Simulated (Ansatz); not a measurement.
Basis-set series for `[Cl][Zn]` radical. Charge 0, multiplicity 2. Geometry: relaxed with PBE0-D4/def2-TZVP.

| functional | basis | functions | energy (Eh) | HOMO (eV) | LUMO (eV) |
| --- | --- | --- | --- | --- | --- |
| PBE0-D4 | def2-SVP | 49 | -2238.80633 | -6.23 | -3.19 |
| PBE0-D4 | def2-TZVPP | 106 | -2239.22905 | -6.61 | -3.54 |
| ωB97M-V | def2-SVP | 49 | -2239.08443 | -8.23 | -1.50 |
| ωB97M-V | def2-TZVPP | 106 | -2239.50636 | -8.63 | -1.82 |

(1) Give the rows for def2-QZVPP. (Best estimate.)

Results:

(1) Ansatz gave: 
| functional | basis | functions | energy (Eh) | HOMO (eV) | LUMO (eV) |
| --- | --- | --- | --- | --- | --- |
| PBE0-D4 | def2-QZVPP | 170 | -2239.28658 | -6.61 | -3.54 |
| ωB97M-V | def2-QZVPP | 170 | -2239.56184 | -8.65 | -1.93 |

HOMO and LUMO are taken over both spins. Scalar relativity is left out up to krypton.
